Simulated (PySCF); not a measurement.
SeCl2, SMILES Cl[Se]Cl. Heavy atoms are numbered as in [Se:1]([Cl:2])[Cl:3].

The structure is a stationary point at PBE0-D3(BJ)/def2-TZVP. The isomer is the one that the SMILES or the coordinates give; other isomers of the formula were not compared.

These are KT2/pcSseg-2 in PySCF values and carry that method's errors.

GIAO shieldings, no solvent; atoms alike by connectivity are averaged. δ = σ(ref) − σ: ⁷⁷Se against Me2Se (σ = 1704.9 ppm); ³⁵Cl against HCl (σ = 945.0 ppm), references at their B3LYP-D3(BJ)/def2-TZVP geometries, non-relativistic (without spin–orbit terms, shifts of atoms bonded to Cl or Br come out too high).

Computed chemical shifts:
```
nucleus  atoms  count  δ (ppm)
-------  -----  -----  -------
⁷⁷Se       Se1      1   2024.2
³⁵Cl       Cl2      2    176.3
```
